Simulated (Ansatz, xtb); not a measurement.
# Ligand exchange: C2H5I + SiH4 → C2H8Si + HI

Species: C2H5I (iodoethane) `CCI`, singlet; SiH4 (silane) `[SiH4]`, singlet; C2H8Si `CC[SiH3]`, singlet; HI (hydrogen iodide), singlet. The partners trade I for SiH3: C–I and H–SiH3 bonds give way to C–SiH3 and H–I.

Shapes, held fixed at every level: PBE0-D4/def2-TZVP. Programs: Ansatz 0.2.0, xtb 6.7.1. The zero-point and thermal change to 298 K, harmonic and unscaled (PBE0-D4/def2-TZVP), is -2.6 kJ/mol.

| level | kind | ΔH(298 K) (kJ/mol) | less CCSD(T)/def2-TZVPP |
| --- | --- | --- | --- |
| GFN1-xTB | semi-empirical | -38.1 | -7.7 |
| HF/def2-SVP | Hartree–Fock | -35.4 | -5.0 |
| B3LYP-D4/def2-TZVPP | global hybrid | -29.5 | +0.9 |
| BHLYP-D4/def2-TZVPP | global hybrid | -31.4 | -1.0 |
| wB97M-V/def2-TZVPP | range-separated hybrid | -35.0 | -4.6 |
| MP2/def2-SVP | perturbation theory | -35.5 | -5.1 |
| CCSD/def2-TZVPP | coupled cluster or CI | -32.4 | -2.0 |
| CCSD(T)/def2-TZVPP | coupled cluster or CI | -30.4 | 0.0 |

The highest level, CCSD(T)/def2-TZVPP, gives ΔH(298 K) = -30.4 kJ/mol; the levels span -38.1 to -29.5. The column of differences is taken from that level and isn't an error. No measured value is set beside it here. For atoms past krypton def2 sets carry core potentials with scalar relativity. Correlated rows may include outer-core shells of I, which these sets cover unevenly.
